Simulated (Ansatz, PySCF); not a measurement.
Spin states of HIrO (SMILES [OH][Ir]), each relaxed with B3LYP-D3(BJ)/def2-TZVP.
State 1 (charge 0, multiplicity 3):
| atom | x (Å) | y (Å) | z (Å) |
|---|---|---|---|
| Ir | -0.9390 | -0.6483 | -0.8156 |
| O | 0.4618 | -0.1337 | 0.3128 |
| H | 0.4439 | 0.8294 | 0.4325 |
State 2 (charge 0, multiplicity 5):
```json
[
 {"atom": "Ir", "x (Å)": "-1.0054", "y (Å)": "-0.7721", "z (Å)": "-0.8828"},
 {"atom": "O", "x (Å)": "0.3807", "y (Å)": "-0.0398", "z (Å)": "0.2647"},
 {"atom": "H", "x (Å)": "0.5914", "y (Å)": "0.8592", "z (Å)": "0.5479"}
]
```

Singlets are restricted, other states unrestricted; no spin–orbit coupling, no relativity up to Kr; see below for the cores. The largest T1 diagnostic is 0.063.

Codes used: Ansatz (an electronic-structure program); PySCF for the dispersion terms. Each number belongs to the level named beside it. In def2 rows elements past Kr take small-core potentials, without spin–orbit coupling.

Task: What is the computed energy of the multiplicity-5 state less that of the multiplicity-3 state (B3LYP-D3(BJ)/def2-TZVPP)?

Result: 22.0 kcal/mol

Task: Give the energy of the multiplicity-5 state less that of the multiplicity-3 state at the level r2SCAN/def2-TZVPP.

Result: 16.1 kcal/mol

Task: Predict the energy of the multiplicity-5 state less that of the multiplicity-3 state from B97M-V/def2-TZVPP.

Result: 18.4 kcal/mol
